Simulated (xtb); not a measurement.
Br₄Si, charge +1, doublet, geometry from GFN2-xTB (a state made from the parent by changing its charge; the spin is typed, not shown lowest). Base run: xtb with GFN2-xTB.

Input for xtb:
```
$ xtb mol.xyz --gfn 2 --chrg 1 --uhf 1 --json

# file mol.xyz
5

Br    -1.18518439    -1.48795623    -1.16312035
Si     0.00000000     0.00000000    -0.00000000
Br    -1.11591421     1.92799319     0.09540675
Br     1.96640642     0.32802890    -0.99858277
Br     0.33469218    -0.76806587     2.06629637
```

Variants of this job, named by their change:

```
change         ΔE vs base (kcal/mol)  G_solv (kcal/mol)  SCF cycles
-------------  ---------------------  -----------------  ----------
base                           0.000                  -          15
acc = 30                       0.000                  -          13
gbsa = thf                    -49.15             -49.31          15
alpb = chcl3                  -51.11             -51.66          15
acc = 0.1                      0.000                  -          17
etemp = 10000                  -64.1                  -          13
etemp = 1000                   -2.99                  -          14
```

ALPB and GBSA are two models with their own fitted parameters for each solvent, which aren't always the measured dielectric constant.
